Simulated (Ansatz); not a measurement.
A structure relaxed at r2SCAN-D4/def2-TZVP in Ansatz, charge 0, singlet:

```xyz
8

Si    0.136    0.391    0.739
H     1.291    1.321    0.745
H     0.225   -0.514    1.910
C     0.027   -0.558   -0.854
H     0.937   -1.148   -1.002
H    -0.085    0.121   -1.702
H    -0.827   -1.238   -0.843
Br   -1.704    1.626    1.007
```

Problem. Give its formula, name or SMILES.

Solution. SiH2MeBr (CH₅BrSi).

Problem. Summarise the bond lengths by kind (pairs closer than 1.2 times the sum of covalent radii, bridged metal pairs left out).

Solution. 1 × Br–Si 2.23 Å; 1 × C–Si 1.86 Å; 3 × C–H 1.09 Å; 2 × H–Si 1.48 Å.
